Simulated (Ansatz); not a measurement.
The same path of C2H7BO (11 atoms, charge 0, multiplicity 1) was run twice with different band settings.

All numbers below come from Ansatz 0.2.0, RKS B3LYP-D4/def2-SVP.

Relaxed end points:

```xyz
11
Properties=species:S:1:pos:R:3
C -0.075 1.353 -0.623
B -0.219 -0.180 -0.280
C 0.479 -0.817 0.992
O -0.977 -0.933 -1.126
H -0.433 1.602 -1.634
H -0.672 1.943 0.099
H 0.964 1.707 -0.512
H 0.190 -1.861 1.204
H 1.576 -0.797 0.856
H 0.280 -0.217 1.896
H -1.047 -1.856 -0.852
```

```xyz
11
Properties=species:S:1:pos:R:3
C -0.094 1.183 -0.664
B -0.178 -0.318 -0.164
C 0.544 -0.794 1.155
O -0.886 -1.258 -0.853
H -0.775 1.432 -1.496
H -0.288 1.890 0.161
H 0.936 1.396 -1.004
H 0.610 -1.890 1.235
H 1.554 -0.363 1.258
H -0.031 -0.430 2.028
H -1.327 -0.903 -1.636
```

Common settings: spring 5.0 eV/Å²; optimiser quadratic models (default); start path through a guess of the saddle point; force threshold 0.05 eV/Å; iteration limit 60; end points relaxed.

| run | movable images | climbing image |
| --- | --- | --- |
| 1 | 7 | yes |
| 2 | 8 | no |

(1) What does each run give, and how far can it be trusted?

Answers

(1) Run 1: converged after 21 iterations, highest image 0.584 eV above the first end. A vibrational analysis at the climbing image gives one clearly imaginary mode, 723i cm⁻¹, and a faint second one (31i cm⁻¹) that may be numerical noise or a soft torsion: probably a first-order saddle point.
Run 2: converged after 14 iterations, highest image 0.582 eV above the first end. No image climbed, so the highest image needn't sit at the top of the path.
